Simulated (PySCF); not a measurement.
Sb(Br)(SiH3)2 (BrH₆SbSi₂), SMILES [Sb]([Br])([SiH3])[SiH3]. The structure is a stationary point at B3LYP-D3(BJ)/def2-SVP. The def2 effective core potentials stand for the cores of Sb; spin–orbit coupling is left out.

Computed equilibrium geometry at B3LYP-D3(BJ)/def2-SVP (PySCF confirms it by a frequency run) as bond lengths and angles, and its point group:
point group Cs.
Atoms: Sb1 Br2 Si3 H4 H5 H6 Si7 H8 H9 H10. Bonds (Å): Sb1–Br2 2.587, Sb1–Si3 2.607, Sb1–Si7 2.607, Si3–H4 1.489, Si3–H5 1.494, Si3–H6 1.490, Si7–H8 1.489, Si7–H9 1.490, Si7–H10 1.494. Angles (°): Br2–Sb1–Si3 91.2, Br2–Sb1–Si7 91.2, Si3–Sb1–Si7 90.7, Sb1–Si3–H4 110.3, Sb1–Si3–H5 108.8, Sb1–Si3–H6 108.4, H4–Si3–H5 109.8, H4–Si3–H6 110.2, H5–Si3–H6 109.3, Sb1–Si7–H8 110.3, Sb1–Si7–H9 108.4, Sb1–Si7–H10 108.8, H8–Si7–H9 110.2, H8–Si7–H10 109.8, H9–Si7–H10 109.3.
Charge 0, spin multiplicity 1.
